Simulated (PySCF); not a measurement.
C₃H₆BNO, SMILES C#CB(OC)N. Atoms are numbered in the order given.

```xyz
12

C      1.1326    -2.1689     0.0000
C      0.3786    -1.2140     0.0000
B     -0.5890    -0.0010     0.0000
N     -1.9745    -0.2232     0.0000
O     -0.1380     1.2860     0.0000
C      1.2126     1.6505     0.0000
H      1.7972    -3.0142     0.0000
H     -2.3811    -1.1462     0.0000
H     -2.6362     0.5410     0.0000
H      1.4334     2.2599    -0.8915
H      1.4334     2.2599     0.8915
H      1.8807     0.7737     0.0000
```

Geometry optimised at PBE0-D3(BJ)/def2-SVP. The structure was generated by enumeration, and PubChem lists no compound with its InChIKey, so it may never have been made. Other conformers were not sampled.

Two levels are set side by side: PBE/pcSseg-1 (PySCF) and PBE0/pcSseg-1 (PySCF). GIAO shifts against BF3 (¹¹B), H2O (¹⁷O), NH3 (¹⁵N), TMS (¹H), TMS (¹³C) at the same level; non-relativistic, no solvent, atoms listed together averaged. Differences are taken from unrounded values.

| quantity | PBE0 | PBE | PBE minus PBE0 |
|---|---|---|---|
| δ(¹³C) of C1 (ppm) | 99.5 | 95.4 | -4.1 |
| δ(¹³C) of C2 (ppm) | 89.0 | 88.0 | -1.0 |
| δ(¹¹B) of B3 (ppm) | 8.6 | 6.8 | -1.9 |
| δ(¹⁵N) of N4 (ppm) | 82.3 | 87.8 | 5.5 |
| δ(¹⁷O) of O5 (ppm) | 95.5 | 112.9 | 17.5 |
| δ(¹³C) of C6 (ppm) | 58.0 | 59.8 | 1.8 |
| δ(¹H) of H7 (ppm) | 2.64 | 2.50 | -0.14 |
| δ(¹H) of H8, H9 (ppm) | 2.98 | 2.96 | -0.02 |

Rough cost on one machine, each run with all the roots and properties that it gave: PBE0 against PBE within a factor of 2.
